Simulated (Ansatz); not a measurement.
`CN/C=C/C(=O)C(C)C` + `CC(=O)c1ccccc1` → `CC(C)C(=O)CC(=O)c1ccccc1` + `C=CNC`  (formal exchange of groups at a C–C bond)

Isolated molecules relaxed with PBE0-D4/def2-TZVP in Ansatz; ΔE leaves out vibrations. CCSD(T)/CBS adds triple-zeta CCSD(T) − MP2 to the extrapolated MP2 energy (def2 sets, frozen cores). Functionals use def2-TZVPP. B3LYP here is the variant with VWN-RPA as its local correlation; programs differ in this. Each species was taken in one conformer, which may not be the lowest.

**Question.** Is it downhill or uphill in electronic energy at CCSD(T)/CBS, and by how much? (Best estimate.)

**Answer.** The calculation gave: Uphill: ΔE = +27.5 kJ/mol.

**Question.** What do these levels give: LDA (SPW92), PBE0-D4, B3LYP-D4, r2SCAN0-D4, CAM-B3LYP-D4, PBE, revPBE, r2SCAN0, BHLYP, MP2/def2-TZVPP, HF/CBS(def2), MP2/CBS(def2)? (An estimate is asked.)

**Answer.** Ansatz gave: LDA (SPW92) 43.5, PBE0-D4 36.7, B3LYP-D4 35.5, r2SCAN0-D4 37.4, CAM-B3LYP-D4 33.0, PBE 42.2, revPBE 42.5, r2SCAN0 39.5, BHLYP 37.9, MP2/def2-TZVPP 30.0, HF/CBS(def2) 32.8, MP2/CBS(def2) 31.2 kJ/mol.

Largest T1 diagnostic among the species: 0.013.

From BLYP to BHLYP (50 % exact exchange), in def2-TZVPP and without D4, ΔE moves by −4.9 kJ/mol. The D4 term adds −5.8 kJ/mol with B3LYP and −3.9 kJ/mol with PBE0; it sums over pairs of atoms, weighted by their polarisabilities, and B3LYP, whose exchange is more repulsive, gets the larger term. Leaving LDA and LC-ωPBE aside and taking each functional with its dispersion term where it has one, the values, not all of them listed here, spread over 10.6 kJ/mol, from ωB97M-V to B97M-V.
